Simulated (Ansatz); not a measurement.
`C[CH2][Al]([NH2])[CH](C)C`, relaxed with RKS PBE0-D4/def2-TZVP in the Gaussian-basis code of Ansatz from a PBE-D4/def2-SVP geometry. The force threshold is 0.005 eV/Å; the program also tests the step.

Total charge 0; spin multiplicity 1.

Start:

```xyz
21

C     2.312    1.281    1.668
C     1.513    0.141    1.017
Al   -0.007    0.673   -0.135
N    -0.243    2.424   -0.439
C    -1.260   -0.649   -0.939
C    -0.504   -1.715   -1.754
C    -2.132   -1.305    0.148
H     1.676    1.907    2.329
H     3.158    0.915    2.290
H     2.748    1.965    0.909
H     2.187   -0.499    0.400
H     1.123   -0.553    1.796
H    -0.975    2.840   -1.019
H     0.345    3.166   -0.048
H    -1.932   -0.092   -1.632
H     0.218   -2.280   -1.124
H    -1.198   -2.470   -2.192
H     0.072   -1.278   -2.597
H    -2.753   -0.567    0.700
H    -1.517   -1.843    0.903
H    -2.831   -2.060   -0.282
```

```
step  energy (eV)  largest force (eV/Å)  largest move (Å)
   1  -13493.3252                 0.681             0.000
   2  -13493.3992                 0.165             0.031
   3  -13493.4061                 0.041             0.018
   4  -13493.4063                 0.010             0.007
   5  -13493.4063                 0.013             0.005
   6  -13493.4064                 0.009             0.018
   7  -13493.4064                 0.010             0.015
   8  -13493.4065                 0.008             0.017
   9  -13493.4065                 0.010             0.014
  10  -13493.4065                 0.005             0.003
```

End:

```xyz
21

C     2.317    1.279    1.624
C     1.497    0.134    1.030
Al   -0.008    0.666   -0.114
N    -0.260    2.400   -0.398
C    -1.242   -0.637   -0.934
C    -0.491   -1.701   -1.736
C    -2.126   -1.298    0.127
H     1.702    1.934    2.248
H     3.141    0.922    2.250
H     2.756    1.906    0.843
H     2.149   -0.531    0.448
H     1.107   -0.505    1.834
H    -0.991    2.794   -0.968
H     0.307    3.137   -0.010
H    -1.896   -0.087   -1.623
H     0.207   -2.262   -1.105
H    -1.181   -2.434   -2.174
H     0.089   -1.272   -2.559
H    -2.740   -0.574    0.670
H    -1.528   -1.840    0.868
H    -2.809   -2.031   -0.322
```

Hardware: 3 threads of an AMD EPYC 7R13 on a shared host and a share of an NVIDIA H100 80 GB. Wall time 22 s, peak host memory 0.95 GiB.
